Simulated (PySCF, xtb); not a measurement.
hexafluorocyclobutene (C4F6), SMILES FC1=C(F)C(F)(F)C1(F)F.

Harmonic wavenumbers (cm⁻¹) from GFN2-xTB (xtb) at its own minimum, in rising order: 71, 166, 191, 208, 237, 262, 271, 390, 429, 433, 518, 580, 598, 672, 732, 888, 912, 1093, 1097, 1110, 1207, 1289, 1309, 1803.

**Question.** What does PySCF 2.14.0 with PBE0-D3(BJ)/def2-SVP give at its own minimum? (The exact figures need the calculation; the answer reports its results.)

**Answer.** 62, 186, 213, 229, 238, 270, 286, 431, 480, 498, 589, 647, 661, 714, 871, 1009, 1022, 1193, 1241, 1246, 1323, 1449, 1478, 1892. Paired by order, the mean absolute difference is 74 cm⁻¹ and the zero-point energies are 23.5 and 26.1 kcal/mol.
